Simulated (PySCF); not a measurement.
C6H8, SMILES C#C[C@H](C)C=C. The structure is a stationary point at PBE-D3(BJ)/def2-SVP. The structure was generated by enumeration; whether it is a known compound was not checked. One conformer was computed; it need not be the lowest.

Calculation: PBE-D3(BJ)/def2-SVP run with PySCF.

Harmonic wavenumbers (cm⁻¹): 81, 170, 196, 239, 300, 384, 488, 530, 640, 648, 669, 798, 900, 903, 945, 988, 1051, 1062, 1147, 1230, 1256, 1269, 1332, 1377, 1413, 1419, 1672, 2161, 2958, 2978, 3067, 3075, 3080, 3082, 3168, 3409. Rotational constants (GHz): 5.312, 2.528, 1.861; symmetry number 1.

**Question.** Work out the zero-point energy and the ideal-gas rigid-rotor harmonic-oscillator thermochemistry at 298.15 K and 1 atm.

**Answer.** ZPE = ½ Σ hcν = ½ × 50084 cm⁻¹ = 71.60 kcal/mol. H − E(el) = 76.77 kcal/mol. Entropy in cal/(mol K): translation 39.06, rotation 26.96, vibration 16.20, total 82.21. G − E(el) = 52.26 kcal/mol. Cp = 28.20 cal/(mol K). Modes under 150 cm⁻¹ make the vibrational entropy uncertain.
